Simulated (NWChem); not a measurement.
**H₂GeO**

```xyz
4

Ge     0.2474     0.3120     0.0000
H      1.4793    -0.7714     0.0000
O     -1.0813    -0.9217     0.0000
H     -0.7446    -1.8380     0.0000
```
Charge 0, spin multiplicity 1.

Program: NWChem. The geometry was optimised at PBE/def2-SVP, a minimum by its harmonic frequencies. It is one conformer; others weren't searched.

Symmetry labels belong to the abelian group Cs used in the runs, with the axes of the coordinates shown.

The Hamiltonian is non-relativistic. The structure started from a generated list of species.

Question: List the lowest 4 singlet excitations that TDA-PBE0/def2-SVPD gives, with oscillator strengths.

Answer: 
```tsv
state	symmetry	energy (eV)	wavelength (nm)	f
1	a"	3.40	365	0.025
2	a"	5.58	222	0.024
3	a'	5.70	217	0.060
4	a'	6.42	193	0.033
```
